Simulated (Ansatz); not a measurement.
## Cl⁻ ··· C$_{2}$H$_{4}$

The pair of Cl⁻ (SMILES [Cl-], atom 1) and C$_{2}$H$_{4}$ (SMILES C=C, atoms 2–7), both closed shells, in one local arrangement (a lower one may exist), relaxed at PBE0-D4/def2-TZVPD:

```
7
angstrom
Cl -0.0454 -0.0296 -3.4041
C -0.2476 0.4297 1.0076
C 0.2619 -0.4187 0.1255
H -0.7982 1.3079 0.6831
H -0.1399 0.2886 2.0806
H 0.8119 -1.2949 0.4630
H 0.1571 -0.2828 -0.9556
```

Program: Ansatz 0.2.0. Basis: def2-TZVPPD, with def2-QZVPPD for the basis limit. Cores are frozen in the correlated methods. B3LYP uses VWN-RPA correlation. Extrapolation: Hartree–Fock as exp(−7.88 √X), correlation as X^−2.97. Interaction energies count from these two fragments, frozen as in the pair, with the counterpoise correction; negative means bound.

Task: What is the interaction energy by CCSD(T) at an estimated basis limit (MP2 extrapolated from triple and quadruple zeta, plus CCSD(T) − MP2 in triple zeta)? (An estimate is asked for; the value comes from the calculation.)

Result: The calculation gives: -5.24 kcal/mol. Hartree–Fock alone gives -3.04 kcal/mol at the basis limit. It counts from the two fragments frozen as in the pair.

The same quantity by other methods in triple zeta, and each one's difference from that estimate:
```csv
method,E_int (kcal/mol),difference
PBE-D4,-6.06,-0.82
revPBE-D4,-6.11,-0.87
BLYP-D4,-5.56,-0.32
r2SCAN-D4,-5.39,-0.15
B97M-V,-5.29,-0.06
PBE0-D4,-5.84,-0.60
B3LYP-D4,-5.57,-0.33
HSE06-D4,-5.85,-0.61
wB97X-V,-5.13,0.11
wB97M-V,-5.17,0.07
B2PLYP,-4.53,0.71
HF,-2.97,2.27
MP2,-4.91,0.33
CCSD,-4.43,0.81
CCSD(T),-4.76,0.48
```
Differences are method less estimate.

Task: Which atoms make the shortest contact between the fragments?

Result: Cl1 and H7, 2.47 Å apart.

Basis-set superposition shift (counterpoise-corrected less uncorrected): CCSD(T) 0.76; MP2 0.71; HF 0.06; PBE0-D4 0.08; wB97M-V 0.08 kcal/mol.

No T1 diagnostic of these runs exceeds 0.011.

For scale, one of the runs: CCSD(T)/def2-TZVPPD, 193 basis functions, launched by `ansatz run in.yaml --threads 2 --pin off --events-out ev --progress --plain --max-ram 5222MiB`. Time: 36 s of wall clock on 2 CPU threads of an Arm Neoverse V2; the host was shared. Peak host memory: 2.1 GiB.
